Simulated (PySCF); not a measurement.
PBE0 on In²⁺ (indium, charge +2)

Configuration: [Kr] 4d10 5s1, 2S determinant. All numbers are calculated (PySCF 2.14, the spin-free X2C one-electron Hamiltonian (Gaussian nucleus), in aug-cc-pwCVTZ-DK3 with one added diffuse shell each of s, p, d, f type (11s10p8d5f1g, 125 functions)).

```json
{
 "Total energy": "-5879.51 hartree",
 "One-electron energy": "-8060.92 hartree",
 "Hartree (Coulomb) energy": "2341.99 hartree",
 "Exchange-correlation energy": "-160.57 hartree",
 "⟨S²⟩": "0.7505",
 "⟨L²⟩": "0.000",
 "Sum of ⟨r⟩": "28.20 bohr",
 "Sum of ⟨r²⟩": "32.22 bohr²",
 "Langevin diamagnetic susceptibility": "-25.5 ×10⁻⁶ cm³/mol"
}
```

```csv
shell,electrons,mean orbital energy (hartree),"rms radius, mean of both spins (bohr)"
1s α,1,-1022.11957,0.0342
1s β,1,-1022.11749,0.0342
2s α,1,-154.49206,0.139
2s β,1,-154.49082,0.139
2p α,3,-138.76414,0.124
2p β,3,-138.76354,0.124
3s α,1,-30.22844,0.372
3s β,1,-30.22574,0.372
3p α,3,-25.03044,0.373
3p β,3,-25.02893,0.373
3d α,5,-16.92891,0.353
3d β,5,-16.92808,0.353
4s α,1,-5.29451,0.904
4s β,1,-5.28891,0.904
4p α,3,-3.72161,0.987
4p β,3,-3.71792,0.987
4d α,5,-1.43714,1.27
4d β,5,-1.42734,1.27
5s α,1,-0.91778,2.49
```

Densities and radii are taken from the X2C orbitals without a picture-change correction, which distorts them close to the nucleus.
